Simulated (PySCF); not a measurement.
**RuH⁺: from constants to spectrum**

UHF-CCSD(T) constants of RuH⁺, ⁵Π (quintet), unpaired electrons σ ↑, π ↑, δ ↑↑ (H def2-TZVPPD, Ru def2-TZVPPD with ECP28; scalar-relativistic core potentials (PySCF 2.14); masses 1.0078 and 101.9043 u):

| Property | Result |
| --- | --- |
| ωe | 2023.7 cm⁻¹ |
| ωexe | 28.3 cm⁻¹ |
| Be | 6.6392 cm⁻¹ |
| αe | 0.163 cm⁻¹ |
| D (centrifugal) | 0.000286 cm⁻¹ |
| De to H + Ru⁺ (4d7) | 2.06 eV |

(1) Give the vibrational terms G(v) and spacings up to v = 6.

Correlated steps freeze no core orbitals. Spin–orbit coupling is left out, which matters for elements this heavy, above all for dissociation energies. For an ion De counts to the pair picked by the measured ionisation energies or electron affinities, which need not be the lowest pair at this level. With d or f electrons several states lie close, and the lowest PBE0 determinant need not be the measured ground state.

Results:

(1) G(v) = ωe(v+½) − ωexe(v+½)².

```
v  G(v) (cm⁻¹)  G(v) − G(v−1)  Bv (cm⁻¹)
0         1005                     6.558
1         2972           1967      6.395
2         4882           1910      6.232
3         6736           1854      6.069
4         8534           1797      5.906
5        10274           1741      5.743
6        11958           1684      5.580
```
